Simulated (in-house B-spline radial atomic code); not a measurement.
Results of a calculation; reference values are marked as such.
# Quantum size effects in thin Be films (jellium)

The positive ions are smeared into a uniform slab; the electrons are solved self-consistently in the LDA (PW92) on a fine grid across the film. Stabilised jellium adds, inside the slab, the constant potential −n de/dn that makes the bulk stable at the metal's density. No lattice, so no dependence on crystal face. Atomic units unless named. The table is for plain jellium.

Be: 2 valence electrons per atom, density 1.85 g/cm³, mass 9.01 u, so r_s = 1.87 bohr.

| thickness (nm) | in Fermi wavelengths | filled subbands | work function (eV) | surface energy (J/m²) |
| --- | --- | --- | --- | --- |
| 0.365 | 1.125 | 3 | 4.095 | -1.515 |
| 0.405 | 1.250 | 3 | 3.958 | -1.575 |
| 0.446 | 1.375 | 3 | 3.523 | -1.604 |
| 0.486 | 1.499 | 4 | 3.796 | -1.533 |
| 0.527 | 1.625 | 4 | 4.025 | -1.529 |
| 0.567 | 1.749 | 4 | 3.923 | -1.575 |
| 0.607 | 1.875 | 4 | 3.602 | -1.593 |
| 0.648 | 1.999 | 5 | 3.793 | -1.538 |
| 0.688 | 2.125 | 5 | 3.979 | -1.537 |
| 0.729 | 2.251 | 5 | 3.899 | -1.574 |
| 0.769 | 2.375 | 5 | 3.652 | -1.585 |
| 0.810 | 2.501 | 6 | 3.796 | -1.541 |
| 0.850 | 2.625 | 6 | 3.947 | -1.543 |

(1) At what steps in thickness do new subbands fill, and why?

(2) How large is the oscillation of the work function here?

(3) The film of 11.48 bohr has subband bottoms at -17.108, -14.76, -11.257, -7.11 eV, measured from the vacuum level. Show that these levels and neutrality give the work function in the table.

Answers

(1) λ_F = 2π/k_F = 6.122 bohr = 0.324 nm. New subbands appear by 1.5, 2, 2.5 λ_F, each within the grid step of 1/8 λ_F; the true step is half a wavelength (0.162 nm), since a level crosses E_F each time one more half wave at k_F fits across the film.

(2) It runs from 3.523 to 4.095 eV over the table, 0.57 eV within the first four rows and 0.29 eV within the last four, about a thick-film value of 3.82 eV. The grid can skip the cusp where a subband opens, so the true swing can be larger; measurement on the bulk metal gives 4.98 eV. The negative surface energies are plain jellium's known failure at high density.

(3) Each subband holds (E_F − ε_j)/π electrons per bohr², spin included. Neutrality needs n L = 0.036508 × 11.48 = 0.41911, and π n L × 27.2114 = 35.829 eV. So E_F = (π n L + Σ ε_j)/4 = (35.829 + (-50.235))/4 = -3.602 eV, and the work function is 3.602 eV.
